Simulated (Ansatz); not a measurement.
```yaml
atoms:
  - { symbol: Mg, position_ang: [0.0000, 0.0000, 0.0000] }
  - { symbol: O, position_ang: [0.0000, 0.0000, 4.2000] }
```

Basis set: 6-31G (spherical functions). Charge 0, multiplicity 1.

Computed with Ansatz (development build ahead of 0.2.0); each method stands on the lowest determinant of its kind that the runs found.

The atomization energy at this shape (free ground-state atoms in the same class of orbitals less the molecule, no zero-point energy) of singlet MgO:

```json
{"method": "PBE0 (unrestricted)", "atomization energy": "-0.72 eV"}
```

(1) What does UHF give?

## Answers

(1) -1.18 eV. Caution: another spin multiplicity may lie lower; the shape is not the minimum; the unrestricted determinant is a mixture of spin states. Caution for PBE0 (unrestricted): charge can spread falsely over distant fragments. Caution for UHF: the molecule lies well above its atoms at this level.

This basis has no polarisation functions and is too small for such energies, which can lie far from measured ones in either direction.
